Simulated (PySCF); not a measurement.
## How the method moves the HOMO and LUMO of `FC1C[SiH2]C1`

C3H7FSi.
Structure used (PBE0-D3(BJ)/def2-SVP), in Å, numbered top down from 1:
```
atom  x, y, z in Å
F1     1.0294   -1.9270    0.6412
C2     0.3265   -0.7458    0.6589
C3    -0.9177   -0.7376   -0.2405
Si4   -0.5670    1.1093   -0.5144
C5     1.1047    0.4579    0.1095
H6     0.0328   -0.5571    1.7081
H7    -0.6876   -1.2818   -1.1722
H8    -1.8455   -1.1385    0.1879
H9    -1.2743    2.0296    0.4247
H10   -0.6491    1.6558   -1.9005
H11    1.7593    0.9905    0.8114
H12    1.7003    0.1295   -0.7590
```

Basis pcSseg-2 throughout (PySCF), one geometry. Isolated species at its PBE0-D3(BJ)/def2-SVP geometry (one conformer only).

Task: How do the orbital energies, the gap and the dipole change with the method?

Result: 
```csv
method,kind,HOMO (eV),LUMO (eV),gap (eV),μ (D),SCF cycles
BLYP,GGA,-7.01,-0.59,6.42,1.46,15
OPBE,GGA,-7.06,-0.54,6.52,1.29,14
PBE,GGA,-7.11,-0.69,6.42,1.37,14
B97-D,GGA,-7.11,-0.57,6.55,1.43,14
BP86,GGA,-7.21,-0.67,6.54,1.39,14
KT2,GGA,-7.21,-0.74,6.47,1.43,16
LDA,LDA,-7.22,-0.86,6.36,1.46,13
KT3,GGA,-7.24,-0.74,6.49,1.43,16
B97-2,global hybrid,-8.19,0.10,8.29,1.55,13
B3LYP,global hybrid,-8.23,-0.15,8.09,1.62,13
PBE0,global hybrid,-8.46,0.08,8.54,1.56,12
mPW1PW91,global hybrid,-8.49,0.06,8.55,1.57,12
BHandHLYP,global hybrid,-9.65,0.77,10.42,1.81,12
CAM-B3LYP,range-separated hybrid,-9.84,0.92,10.76,1.73,12
wB97X-D,range-separated hybrid,-10.33,1.76,12.08,1.63,13
LC-wPBE,range-separated hybrid,-11.21,2.02,13.23,1.71,14
HF,Hartree–Fock,-11.51,2.53,14.04,1.97,10
```

The HOMO spans 4.50 eV, from BLYP down to HF, and the gap runs from 6.36 eV (LDA) to 14.04 eV (HF). Over the methods BLYP (0 %), OPBE (0 %), PBE (0 %), B97-D (0 %), BP86 (0 %), KT2 (0 %), LDA (0 %), KT3 (0 %), B97-2 (21 %), B3LYP (20 %), PBE0 (25 %), mPW1PW91 (25 %), BHandHLYP (50 %), HF (100 %), a straight line through the gap against the share of exact exchange rises by 0.77 eV for each 10 % (correlation coefficient 0.999). The dipole ranges from 1.29 D (OPBE) to 1.97 D (HF). This basis has no diffuse functions.

The vertical ΔSCF ionisation energy at CAM-B3LYP/def2-SVPD is 10.74 eV; −ε(HOMO) comes closest to it with wB97X-D (10.33 eV).
